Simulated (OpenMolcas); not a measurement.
# Mo5+ in a point-charge field

Mo5+ among 8 point charges of -1.2 e arranged as a cube (Oh), 2.1 Å from the ion.
```
   1.2124    1.2124    1.2124  -1.20
   1.2124    1.2124   -1.2124  -1.20
   1.2124   -1.2124    1.2124  -1.20
   1.2124   -1.2124   -1.2124  -1.20
  -1.2124    1.2124    1.2124  -1.20
  -1.2124    1.2124   -1.2124  -1.20
  -1.2124   -1.2124    1.2124  -1.20
  -1.2124   -1.2124   -1.2124  -1.20
```

| Quantity | Value |
| --- | --- |
| Program | OpenMolcas 26.06 |
| Method | SS-CASPT2, IPEA 0.25 Eh, imaginary shift 0.1 Eh (closed shells correlated: 4s 4p) |
| Basis | ANO-RCC-VDZP [6s5p3d1f] |
| Scalar Hamiltonian | DKH2, point nucleus |
| Active space | 1 electron in 5 orbitals (4d) |
| State averaging | 2S+1 = 2 even, 5 roots |
| Spin-orbit coupling | state interaction with AMFI integrals over the reference wave functions |

The lowest spin-free states (labels of O, the rotations of Oh), above the lowest:

```json
{"State": "2E", "Degeneracy": "2", "E (cm-1)": "0", "Free-ion L (%)": "D (100)"}
{"State": "2T2", "Degeneracy": "3", "E (cm-1)": "4090", "Free-ion L (%)": "D (100)"}
```

The lowest levels with spin-orbit coupling:

```json
{"E (cm-1)": "0", "Degeneracy": "4", "Label": "Γ8", "2S+1": "2", "g": ""}
{"E (cm-1)": "4360", "Degeneracy": "4", "Label": "Γ8", "2S+1": "2", "g": ""}
{"E (cm-1)": "5520", "Degeneracy": "2", "Label": "Γ7", "2S+1": "2", "g": "2.00 2.00 2.00"}
```

Powder χT (cm3 K/mol): 0.156 at 2 K, 0.158 at 10 K, 0.165 at 50 K, 0.174 at 100 K, 0.193 at 200 K, 0.211 at 300 K. The effective moment at 300 K is 2.828 √(χT) = 1.30 μB.

The lowest level has 2S+1 = 2, for which the spin-only value is χT = S(S+1) / 2 = 0.375 cm3 K/mol (g = 2). The computed 0.211 at 300 K differs by -0.164, through orbital momentum, spin-orbit coupling and any other state in reach.

The gap between the two states is 10Dq = -4095 cm-1 (negative for this site).

An orbital doublet at a regular site is open to a Jahn-Teller distortion, which this geometry leaves out. The ground term spreads over less than 5000 cm-1, several times less than with real ligands, so orbital moments are less quenched and χT lies further from the spin-only value than at real sites. Free-ion shares, where given, are those of the reference states; single-state CASPT2 does not remix them. Point charges carry no covalency, so the field is a model and not that of real ligands. No measured value stands beside these numbers.
